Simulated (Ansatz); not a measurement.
C₄H₂Cl₂Hf, SMILES `C#[C][Hf]([Cl])([Cl])[C]#C` at its PBE0-D4/def2-TZVP geometry, where that method's forces vanish. Total charge 0; spin multiplicity 1. Hf takes the def2 core potential.

```
atom   x (Å)   y (Å)   z (Å)
  C1   0.027  -2.873   0.292
  C2   0.128  -1.750  -0.162
 Hf3   0.300   0.253  -0.943
 Cl4  -1.148   0.497  -2.746
 Cl5   2.510   0.653  -1.544
  C6  -0.272   1.628   0.617
  C7  -0.598   2.390   1.506
  H8  -0.062  -3.859   0.692
  H9  -0.884   3.059   2.287
```

**Question.** For each bond, give half the difference of the two atoms' forces along it (eV/Å; positive pushes the atoms apart) under PBE-D4, r2SCAN-D4, B3LYP-D4, ωB97M-V in def2-TZVPP. (Best estimate.)

**Answer.** Computed: 
```tsv
bond	length (Å)	PBE-D4	r2SCAN-D4	B3LYP-D4	ωB97M-V
C1–C2	1.215	1.00	0.38	-0.01	-0.38
C1–H8	1.068	-0.36	-0.24	-0.11	0.09
C2–Hf3	2.157	-0.56	-0.18	0.03	0.27
Hf3–Cl4	2.325	0.11	0.08	0.17	0.02
Hf3–Cl5	2.325	0.11	0.08	0.17	0.02
Hf3–C6	2.157	-0.56	-0.18	0.03	0.27
C6–C7	1.215	1.00	0.38	-0.01	-0.38
C7–H9	1.068	-0.36	-0.24	-0.12	0.09
```

B3LYP here is the variant with VWN-RPA as its local correlation; programs differ in this.
